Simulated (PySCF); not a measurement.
Relaxation of quintet RuOF₂

All numbers come from UB3LYP in PySCF with Ru def2-SVP with ECP28, O def2-SVP, F def2-SVP; scalar-relativistic core potentials, no spin–orbit coupling; density-fitted integrals. A (50,194) grid was used.

A hand-made trigonal planar start, of C2v symmetry, held to at least that symmetry:

```xyz
4
charge 0 multiplicity 5, angstrom
Ru   -0.0274   -0.0475    0.0000
O    -0.8824   -1.5284    0.0000
F     1.8626   -0.0475    0.0000
F    -0.9724    1.5893    0.0000
```

Optimiser trace:
| step | E − E(last) (kJ/mol) | largest gradient (Eh/bohr) |
| --- | --- | --- |
| 0 | 66.76 | 0.03214 |
| 1 | 40.60 | 0.02085 |
| 2 | 12.97 | 0.02701 |
| 3 | 4.19 | 0.01455 |
| 4 | 0.02 | 0.00077 |
| 5 | 0.01 | 0.00074 |
| 6 | 0.00 | 0.00001 |

It ends at C2v with Ru–F 1.875 Å (×2), Ru–O 1.721 Å; F–Ru–F 159.0°, F–Ru–O 100.5° (×2) (after a last refinement on a finer grid). The frequency run here used a shortcut that can spoil soft modes, so no verdict on minimum or saddle point is given. Other isomers or separated fragments may lie lower.

Final geometry:
Z-matrix (Å, degrees; charge 0 multiplicity 5):
```
Ru
O  1 1.7214
F  1 1.8753 2 100.52
F  1 1.8753 2 100.52 3 180.00
```

Open d and f shells are described by one determinant, and the ground state may have another occupation or spin. At this level a triplet minimum of C2v symmetry lies 57 kJ/mol below this structure.

The relaxation took roughly 30 core-seconds on a shared host.
